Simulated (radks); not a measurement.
Question: Valence configurations of S (all share [Ne]). All-electron calculation, non-relativistic Kohn-Sham, PBE, spin-polarised, spherical densities, point nucleus; open shells are filled with parallel spins first. Program: a radial shooting solver on a logarithmic mesh with Libxc functionals. Order these by energy: 3p6; 3s0.5 3p5.5; 3s2 3p4; 3s1 3p5; 3s1.5 3p4.5.

Answer: From the lowest, in eV above it: 3s2 3p4 0.000; 3s1.5 3p4.5 5.015; 3s1 3p5 10.035; 3s0.5 3p5.5 15.916; 3p6 21.329. NIST lists [Ne] 3s2 3p4 as the ground configuration; this level of theory agrees among the configurations tried. The energies are those of spherical high-spin densities, not of single terms.
